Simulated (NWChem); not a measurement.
## Basis-set dependence for BiCl3

```xyz
4

Bi     0.0021     0.4468     0.0000
Cl    -1.0836    -0.7221     1.8710
Cl    -1.0836    -0.7221    -1.8710
Cl     2.1570    -0.7374     0.0000
```
Charge 0, spin multiplicity 1.

The numbers come from NWChem runs, not from measurements. All single points use one geometry, from PBE0/def2-SVP with def2 effective core potentials on Bi, a minimum by its harmonic frequencies.

Hartree-Fock energies in Ha, correlation energies in mHa.

Effective core potentials replace the inner electrons of Bi; spin-orbit coupling is left out. The correlated methods keep 19 core orbitals frozen. The structure started from a generated list of species.

| basis | functions | RHF | MP2 | SCS-MP2 |
|---|---|---|---|---|
| def2-SVP | 80 | -1591.73039 | -500.3 | -480.7 |
| def2-TZVP | 161 | -1592.22166 | -983.6 | -922.4 |

From def2-SVP to def2-TZVP the Hartree-Fock energy moves by -491.3 mHa and the MP2 correlation energy by -483.3 mHa, which is 49 % of its value in the larger set.
